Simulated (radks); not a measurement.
Values are calculated unless marked as measured or tabulated.
Cu4+, 25 electrons, occupied as [Ar] 3d6.5 4p0.5 (fractional occupations, a model configuration).

Level of theory: scalar-relativistic Kohn-Sham, LDA (Slater exchange, Perdew-Wang correlation), spin-unpolarised, spherical densities, point nucleus (a radial shooting solver on a logarithmic mesh with Libxc functionals).

Energy parts (hartree):
total: -1646.87078
kinetic: 1670.92691
electron-nucleus: -3899.24046
Hartree: 643.85324
exchange-correlation: -62.41048

Orbitals (lengths in bohr, moments of r in powers of bohr; <r^-3> diverges for s and p1/2):
orbital  occ.  eigenvalue (hartree)       <r^4>     <r^2>   <r^-3>
1s          2             -327.4625  0.00003458  0.003667        -
2s          2             -41.88323    0.007457   0.06552        -
2p          6             -36.58550    0.005547   0.05240    704.4
3s          2              -6.93788      0.4997    0.5596        -
3p          6              -5.36448      0.6338    0.6104    96.51
3d        6.5              -2.80946       1.273    0.7700    10.25
4s          0              -1.85383       22.87     3.944        -
4p        0.5              -1.48531       36.65     4.962    12.92
4d          0              -0.96242       103.7     8.276    1.225
5p          0              -0.70602       542.8     19.77    4.419
4f          0              -0.59927       333.8     14.77  0.05356

The highest occupied level is 4p at -40.417 eV. The configuration is held as typed, so some empty levels lie below it. Summed over all electrons, <r^2> = 12.72 bohr^2, which gives a Langevin (diamagnetic) susceptibility term of -10.1 x 10^-6 cm^3/mol.
